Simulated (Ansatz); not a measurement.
AlBrFH2N (`[NH2][Al]([F])[Br]`). The species carries charge 0 and has multiplicity 1. The structure was optimised at the PBE0-D4/def2-TZVP level. It is one conformer, not always the lowest.

```xyz
6

N    -0.883   -0.476   -0.160
Al    0.585    0.381    0.240
F     0.711    1.148    1.687
Br    2.308    0.458   -1.184
H    -1.687   -0.543    0.441
H    -1.034   -0.968   -1.025
```

Problem. What is the dipole moment at ωB97M-V/def2-TZVPP? (Estimate.)

Solution. Ansatz gave: 2.40 D, with components (-1.96, -1.22, -0.68) D in this frame, pointing from negative to positive charge.

Problem. And with PBE, r2SCAN, B3LYP? (Estimate.)

Solution. The calculation gave: PBE 2.39 D, r2SCAN 2.42 D, B3LYP 2.41 D.

Problem. Give the Mulliken charges with ωB97M-V, r2SCAN, PBE in def2-TZVPP. (An estimate is asked.)

Solution. Computed: 
```json
{"atom": "N1", "ωB97M-V": "-0.36", "r2SCAN": "-0.46", "PBE": "-0.39"}
{"atom": "Al2", "ωB97M-V": "0.68", "r2SCAN": "0.72", "PBE": "0.61"}
{"atom": "F3", "ωB97M-V": "-0.34", "r2SCAN": "-0.35", "PBE": "-0.31"}
{"atom": "Br4", "ωB97M-V": "-0.21", "r2SCAN": "-0.24", "PBE": "-0.22"}
{"atom": "H5", "ωB97M-V": "0.12", "r2SCAN": "0.16", "PBE": "0.15"}
{"atom": "H6", "ωB97M-V": "0.12", "r2SCAN": "0.16", "PBE": "0.16"}
```

B3LYP here is the variant with VWN-RPA as its local correlation; programs differ in this.
